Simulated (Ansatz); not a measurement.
Start from `C1[SiH2]CS1` and change one atom or group to get `[AlH2][SiH]1CSC1`.

Ansatz, PBE0-D4/def2-TZVP geometries, multiplicity 1. 

```json
{"property": "size of the dipole moment (PBE/def2-TZVPP) / D", "`C1[SiH2]CS1`": "1.17"}
{"property": "HOMO–LUMO gap (ωB97M-V/def2-TZVPP) / eV", "`C1[SiH2]CS1`": "9.98"}
{"property": "HOMO–LUMO gap (B3LYP/def2-TZVPP) / eV", "`C1[SiH2]CS1`": "5.62"}
{"property": "HOMO–LUMO gap (PBE0/def2-TZVPP) / eV", "`C1[SiH2]CS1`": "6.07"}
{"property": "size of the dipole moment (ωB97M-V/def2-TZVPP) / D", "`C1[SiH2]CS1`": "1.29"}
{"property": "LUMO energy (B3LYP/def2-TZVPP) / eV", "`C1[SiH2]CS1`": "-0.59"}
```

**Question.** Give the same properties after the change, and the shifts. (Estimate.)

**Answer.** Ansatz gave: 
```tsv
property	`[AlH2][SiH]1CSC1`	shift
size of the dipole moment (PBE/def2-TZVPP) / D	2.47	1.30
HOMO–LUMO gap (ωB97M-V/def2-TZVPP) / eV	9.98	0.00
HOMO–LUMO gap (B3LYP/def2-TZVPP) / eV	5.78	0.16
HOMO–LUMO gap (PBE0/def2-TZVPP) / eV	6.18	0.11
size of the dipole moment (ωB97M-V/def2-TZVPP) / D	2.37	1.08
LUMO energy (B3LYP/def2-TZVPP) / eV	-0.90	-0.31
```

With PBE0 the HOMO falls by 0.42 eV and the LUMO falls by 0.32 eV, so the gap widens by about 0.10 eV. PBE moves the HOMO by -0.59 eV and ωB97M-V by -0.21 eV. The zero-point energy changes by 17.5 kJ/mol with +6 modes. Dipoles are sizes alone; their direction can turn.

B3LYP here is the variant with VWN-RPA as its local correlation; programs differ in this.
